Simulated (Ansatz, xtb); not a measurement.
CH4ClFSiTe: 9 structures ranked

9 gas-phase structures of CH4ClFSiTe, found in a search over its isomers (lower ones may exist). Each was relaxed with GFN2-xTB; where two conformers were screened, the lower at r2SCAN-D4/def2-SVP is listed:

A. `C[Si@H](Cl)[Te]F`, a singlet
B. `F[Si@H](Cl)C[TeH]`, a singlet
C. `C[Si@](F)(Cl)[TeH]`, a singlet
D. `F[SiH2][Te]CCl`, a singlet
E. `F[SiH2]C[Te]Cl`, a singlet
F. `C[Si@H](F)[Te]Cl`, a singlet
G. `F[Si@H]([TeH])CCl`, a singlet
H. a singlet given by its coordinates
I. `C[Te][Si@H](F)Cl`, a singlet

H (Å):

```tsv
atom	x (Å)	y (Å)	z (Å)
C	-1.6781	0.9940	-0.7101
Cl	0.8697	2.3355	1.4009
F	2.8807	1.4469	-0.4041
Si	1.4094	2.1539	-0.6416
Te	0.1202	-0.1590	-0.7774
H	-1.5099	2.0050	-1.0635
H	-1.9989	1.0268	0.3233
H	-2.4444	0.5083	-1.3004
H	0.1452	-0.1108	-2.4214
```

Close contacts (Å): C1–Te5 2.14, Cl2–Si4 2.12, F3–Si4 1.65, Si4–Te5 2.65, C1–H6 1.08, C1–H7 1.08, C1–H8 1.08, Te5–H9 1.64.

**Question.** Which do you expect lowest at r2SCAN-D4/def2-SVP, and how would the others follow?

**Answer.** Calculated order at r2SCAN-D4/def2-SVP: C (0.0), I (14.8), B (24.5), F (29.5), G (45.9), A (51.3), E (51.9), H (54.3), D (57.4) kcal/mol. Less than 1 kcal/mol parts A and E, so the order within that pair means little.

Energies above the lowest of each column, in kcal/mol; the last columns are at PBE0-D3(BJ)/def2-SVP geometries and were run for some of them only (a dash: not run or not comparable):

| structure | GFN2-xTB | HF/STO-3G | r2SCAN-D4/def2-SVP | PBE0-D3(BJ)/def2-SVP | CCSD(T)/def2-SVP + ΔMP2/def2-TZVPP |
| --- | --- | --- | --- | --- | --- |
| C | 0.1 | 0.0 | 0.0 | 0.0 | 0.0 |
| I | 0.0 | 10.8 | 14.8 | 14.4 | 12.0 |
| B | 13.9 | 26.8 | 24.5 | – | – |
| F | 3.9 | 16.6 | 29.5 | – | – |
| G | 27.1 | 43.4 | 45.9 | – | – |
| A | 19.0 | 37.8 | 51.3 | – | – |
| E | 16.0 | 43.2 | 51.9 | – | – |
| H | 21.2 | 59.4 | 54.3 | – | – |
| D | 27.1 | 51.4 | 57.4 | – | – |

Every level run on C puts it lowest or level with the lowest. Some further structures that were screened fall inside this span and aren't listed. Flexible structures stand in one conformer each, not always the lowest. Frequencies (PBE0-D3(BJ)/def2-SVP) were run for C, I alone. Atoms past krypton carry core potentials in the def2 sets, without spin–orbit terms. ΔMP2 is the change of the MP2 energy from the smaller to the larger basis.

Over these structures GFN2-xTB departs from r2SCAN-D4/def2-SVP by 10.1 kcal/mol on average once a common shift is removed. A GFN2-xTB relaxation took about 0.095 s and the r2SCAN-D4/def2-SVP energy about 2.4 s on a shared host (Ansatz 0.2.0, xtb 6.7.1).
